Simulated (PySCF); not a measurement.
NMR data simulated for an unnamed compound:

$^{1}$H NMR (600 MHz, computed): δ 4.76 (m, 6H), 2.97 (s, 6H), 2.61 (m, 3H).

$^{13}$C{$^{1}$H} NMR (computed): δ 214.7 (C), 42.8 (CH3), 18.0 (CH3).

- geometry: GFN2-xTB
- NMR shieldings at PBE0/pcSseg-1/GIAO
- program: PySCF 2.14.0 with density-fitted response routines
- non-relativistic Hamiltonian, fast rotation and ring inversion assumed for equivalent nuclei, no solvent model, one computed conformer

Referencing at the same level of theory: $^{1}$H and $^{13}$C against TMS.

Which of these does the molecule contain: a heteroaromatic ring, a non-aromatic C=C double bond, an OH group, an N-methyl group, a Si–H bond?

Results:


- A heteroaromatic ring: no.
- A non-aromatic C=C double bond: no.
- An OH group: no.
- An N-methyl group: yes (δC 42.8; δH 2.97 (s)).
- A Si–H bond: yes (δH 4.76 (m)).

The data belong to `C/C(=P\N([SiH3])[SiH3])N(C)C`, C₄H₁₅N₂PSi₂; they needn't prove each group on their own.

Carbon signals by region: 1 in the far downfield region (above 160 ppm), 2 below 50 ppm. Above 160 ppm: 214.7, carbon double-bonded to a heavier main-group atom.

Splittings by $^{31}$P in the carbon and heteronuclear signals aren't shown, as no couplings were computed. Shifts are as computed. Against solution values, carbons near 30 ppm lie about +3 ppm off and those near 130 ppm about +5 ppm. Of 1211 compounds with measured shifts, 218 miss one by over three times the rms of a fit or turn the order of signals round; such compounds aren't used in these exercises. No couplings were computed; multiplicities are counted from neighbouring protons, with m where these are inequivalent, close in shift, in a saturated or five-membered ring or joined by F or P, and br s for small geminal =CH2 splittings.
